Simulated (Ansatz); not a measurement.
C$_{3}$H$_{4}$SSi, SMILES `C#CC1[SiH2]S1`, relaxed with RKS PBE-D4/def2-SVP in the Gaussian-basis code of Ansatz from a rough embedded geometry. The force threshold is 0.03 eV/Å; the program also tests the step.

Total charge 0; spin multiplicity 1.

Start:

```xyz
9

C     0.759   -1.927   -1.028
C     0.314   -1.156   -0.285
C    -0.204   -0.206    0.651
Si   -0.566    1.437    0.051
S     0.916    0.878    1.428
H     1.108   -2.718   -1.747
H    -0.894   -0.599    1.357
H    -1.553    2.275    0.778
H     0.120    2.015   -1.205
```

```
step  energy (eV)  largest force (eV/Å)  largest move (Å)
   1  -21865.1777                 8.182             0.000
   2  -21865.9093                 1.544             0.181
   3  -21866.0298                 0.662             0.052
   4  -21866.0487                 0.234             0.033
   5  -21866.0493                 0.333             0.035
   6  -21866.0530                 0.064             0.017
   7  -21866.0537                 0.018             0.010
```

End:

```xyz
9

C     0.757   -2.010   -1.077
C     0.312   -1.192   -0.281
C    -0.226   -0.231    0.634
Si   -0.430    1.581    0.158
S     1.034    0.906    1.529
H     1.148   -2.732   -1.780
H    -0.962   -0.637    1.354
H    -1.621    2.323    0.681
H    -0.011    1.991   -1.218
```

Hardware: 2 threads of an Intel Xeon on a shared host. Wall time 11 s, peak host memory 0.15 GiB.
